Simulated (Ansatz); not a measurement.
A run for Ansatz (a first-principles code): R-PBE/def2-TZVPPD on FHO2S (a complex), monomers drawn apart or pushed together. Files ending in .json are basis or fitting sets from the Basis Set Exchange.

Ansatz 0.2 input:
```yaml
crystal:
  periodic: [false, false, false]
  atoms:
    - {symbol: F, position_ang: [0.35084368, 0.50696988, -0.65679428]}
    - {symbol: H, position_ang: [0.08404084, 0.72411377, 0.21057448]}
    - {symbol: O, position_ang: [-0.30311129, 0.70171159, 1.83163315]}
    - {symbol: S, position_ang: [-0.16145854, -0.53138462, 2.57397313]}
    - {symbol: O, position_ang: [-0.50220914, -0.51592464, 3.96671382]}
basis:
  gaussian:
    orbitals: def2-TZVPPD.json
hamiltonian:
  xc: {name: PBE}
scf: {lower_state_search: off}
```

Problem. Predict the final total energy.

Solution. -648.8074 hartree.
